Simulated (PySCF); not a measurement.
In(OMe)(SH)2 (CH5InOS2), SMILES C[O][In]([SH])[SH].

Geometry optimised at B3LYP-D3(BJ)/def2-SVP. The structure was generated by enumeration; whether it is a known compound was not checked. The def2 effective core potentials stand for the cores of In; spin–orbit coupling is left out. One conformer was computed; it need not be the lowest.

Level of theory: IEF-PCM-B3LYP/def2-SVP (PySCF 2.14.0).

The values are the electrostatic part of the solvation free energy, E(continuum) − E(gas) at the gas-phase geometry, in a cavity of scaled van der Waals radii (PySCF's table); cavitation and dispersion terms are not included. A continuum can't describe solvent molecules that bind to the metal. In vacuum the orbital gap is 5.05 eV. The dipole moment in vacuum is 1.48 D.

```tsv
solvent	ε	ΔG(elec) (kcal/mol)	dipole (D)	gap (eV)
water	78.36	-8.1	2.10	5.20
ethanol	24.85	-7.7	2.06	5.19
2-propanol	19.26	-7.5	2.05	5.19
```
